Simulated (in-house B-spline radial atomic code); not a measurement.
Configurations of Er, with energies counted from [Xe] 4f12 6s2. Computed with an all-electron radial atomic-structure program (B-spline basis): scalar-relativistic (X2C) wB97X, spin-polarised, spherical fractional occupations, exact exchange averaged over the configuration, Fermi nucleus of rms radius 5.2516 fm. Shells without spins written out take the highest spin.

Occupations are held fixed; configurations that lie above the ionisation limit could autoionise.

| configuration | E - E(ref) (eV) | highest orbital | its <r> (bohr) |
| --- | --- | --- | --- |
| [Xe] 4f12 6s1 7p1 | 4.7928 | 7p up | 13.74 |
| [Kr] 4d9 4f12 5s2 5p6 6s2 7s1 | 170.56 | 7s up | 9.678 |

Task: Order these further configurations by energy, lowest first.
A. [Xe] 4f13 6s1
B. [Xe] 4f11 6s2 6d1
C. [Kr] 4d10 4f12 5s2 5p5 6s2 7s1

Result: A (4.9921 eV), B (6.8546 eV), C (28.798 eV).
